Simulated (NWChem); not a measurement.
System: C₄H₄F₂; SMILES C(F)(=C)C(=C)F

The following NWChem deck was run.

```
start job
memory heap 200 mb stack 900 mb global 1100 mb
geometry units angstroms noautosym nocenter noautoz
  C      1.372081    -1.258857     0.000000
  C      0.156102    -0.714498     0.000000
  F     -0.951536    -1.489227     0.000000
  C     -0.156102     0.714498     0.000000
  C     -1.372081     1.258857     0.000000
  F      0.951536     1.489227     0.000000
  H      1.497057    -2.335101     0.000000
  H      2.249874    -0.626480     0.000000
  H     -2.249874     0.626480     0.000000
  H     -1.497057     2.335101     0.000000
end
basis spherical
  * library def2-svp
end
dft
  xc xpbe96 cpbe96
  iterations 150
end
cosmo
  do_cosmo_smd true
  solvent propnol2
end
task dft energy
```

Geometry: optimised at B3LYP/6-31G* (spherical d). Solvent: 2-propanol.

Level: PBE/def2-SVP with SMD (1 M gas to 1 M solution), gas-phase geometry.

### Question
Predict the main results of this run. (PBE/def2-SVP, SMD on the gas-phase geometry.) Quantities: solvation free energy (kcal/mol); cavity-dispersion-structure term (kcal/mol).

### Answer
```yaml
solvation free energy (kcal/mol): -0.7
cavity-dispersion-structure term (kcal/mol): 1.8
```
